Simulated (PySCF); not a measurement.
AlCl₂HSe.

```xyz
5

Al    -0.0001     0.5447     0.0000
Cl     1.8193     1.5828     0.0000
Cl    -1.8024     1.6168     0.0000
Se     0.0340    -1.7547     0.0000
H     -1.4418    -1.8146     0.0000
```

The structure is a stationary point at B3LYP-D3(BJ)/def2-SVP. The values are those of a single conformer.

Level of theory: B3LYP/pcSseg-1 in PySCF. Non-relativistic, no solvent.

**Question.** Give the absolute GIAO shielding of each atom: isotropic value and principal components (ppm). (An estimate is asked for; the answer gives what the named calculation found.)

**Answer.** 
```tsv
atom	σ(iso)	σ11	σ22	σ33	span
Al1	364.4	327.3	338.2	427.8	100.4
Cl2	877.1	763.0	837.1	1031.1	268.1
Cl3	868.1	762.3	806.5	1035.6	273.2
Se4	2090.6	1946.9	2000.5	2324.3	377.4
H5	30.6	20.7	26.6	44.5	23.8
```
